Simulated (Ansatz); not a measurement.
Cartesian coordinates (Å):
```xyz
10

Al    -0.1830     0.0308     0.1365
H      0.7748     0.1194    -1.1408
H      0.3875    -0.7038     1.4372
H     -1.7580    -0.0533    -0.1267
C      0.0894     4.4389     1.5861
C      0.0057     3.0615     1.1331
N     -0.0611     1.9682     0.7736
H      1.1188     4.8088     1.4666
H     -0.1951     4.5002     2.6473
H     -0.5914     5.0682     0.9932
```
Charge 0, multiplicity 1.

Calculation: frozen-core CCSD(T)/cc-pVTZ // B3LYP-D3(BJ)/def2-SVP in Ansatz (a first-principles code).

```
Item                            Value
----------------------  -------------
HF energy               -375.64585 Ha
MP2 correlation energy    -0.61625 Ha
```

**Question.** Estimate the CCSD correlation energy, the (T) correction, the total energy and the T1 diagnostic.

**Answer.** 
```
Item                             Value
-----------------------  -------------
CCSD correlation energy    -0.65225 Ha
(T) correction             -0.02764 Ha
CCSD(T) total energy     -376.32574 Ha
T1 diagnostic                    0.012
```
